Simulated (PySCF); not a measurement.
Computed Raman spectrum (relative Raman activity) of a molecule C₂H₄BFO₂. Geometry: ωB97X-D3(BJ)/def2-SVP. Other conformers were not sampled. All values below come from ωB97X-D3(BJ)/def2-SVP run with PySCF 2.14.0. Harmonic, unscaled wavenumbers; measured fundamentals usually lie a few per cent lower.

```json
[
 {"ν (cm⁻¹)": "744", "relative intensity": "2.8"},
 {"ν (cm⁻¹)": "964", "relative intensity": "3.3"},
 {"ν (cm⁻¹)": "1432", "relative intensity": "3.0"},
 {"ν (cm⁻¹)": "1451", "relative intensity": "3.5"},
 {"ν (cm⁻¹)": "1489", "relative intensity": "13"},
 {"ν (cm⁻¹)": "1500", "relative intensity": "7.1"},
 {"ν (cm⁻¹)": "1851", "relative intensity": "4.7"},
 {"ν (cm⁻¹)": "2913", "relative intensity": "100"},
 {"ν (cm⁻¹)": "3081", "relative intensity": "77"},
 {"ν (cm⁻¹)": "3176", "relative intensity": "47"},
 {"ν (cm⁻¹)": "3213", "relative intensity": "16"}
]
```

Q: Which molecule gave these data?
A) FCB1OCO1
B) COB(F)C=O
C) O[C@@H]1COB1F
D) O=CCB(O)F

A: B, COB(F)C=O
